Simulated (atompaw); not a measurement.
u(r) = r·R(r): atom against pseudo-atom (Te)

Columns: radius, all-electron u(r) and pseudo u(r) of the 5p shell (level -6.25 eV) of tellurium in the configuration [Kr] 4d10 5s1.5 5p4.5; PBEsol, scalar-relativistic, PAW (atompaw) scheme, atompaw 4.2.0.5.

| r (bohr) | all-electron | pseudo |
| --- | --- | --- |
| 0.090 | -0.0955 | 0.0042 |
| 0.181 | 0.1572 | 0.0169 |
| 0.271 | 0.1801 | 0.0374 |
| 0.362 | 0.0211 | 0.0656 |
| 0.452 | -0.1577 | 0.0999 |
| 0.542 | -0.2764 | 0.1397 |
| 0.633 | -0.3168 | 0.1842 |
| 0.723 | -0.2897 | 0.2314 |
| 0.813 | -0.2167 | 0.2803 |
| 0.904 | -0.1160 | 0.3304 |
| 0.994 | -0.0053 | 0.3793 |
| 1.085 | 0.1074 | 0.4270 |
| 1.175 | 0.2129 | 0.4716 |
| 1.265 | 0.3086 | 0.5128 |
| 1.356 | 0.3937 | 0.5504 |
| 1.446 | 0.4656 | 0.5832 |
| 1.537 | 0.5263 | 0.6117 |
| 1.627 | 0.5751 | 0.6352 |
| 1.717 | 0.6136 | 0.6540 |
| 1.808 | 0.6430 | 0.6687 |
| 1.898 | 0.6639 | 0.6789 |
| 1.988 | 0.6774 | 0.6853 |
| 2.079 | 0.6847 | 0.6881 |
| 2.169 | 0.6864 | 0.6875 |
| 2.260 | 0.6835 | 0.6837 |
| 2.350 | 0.6766 | 0.6766 |

(1) How many radial nodes do the two functions have?

(2) Where does each function peak?

(3) Is the pseudo-wave norm-conserving?

## Answers

(1) The all-electron 5p function has n − l − 1 = 3; the pseudo-wave has 0, since the states of the same l below it are removed with the core.

(2) Outermost all-electron maximum near 2.17 bohr, pseudo maximum near 2.08 bohr (to the table’s step).

(3) No, it belongs to a PAW set: the norm inside the radius is not constrained, and the difference is carried by the augmentation charge.
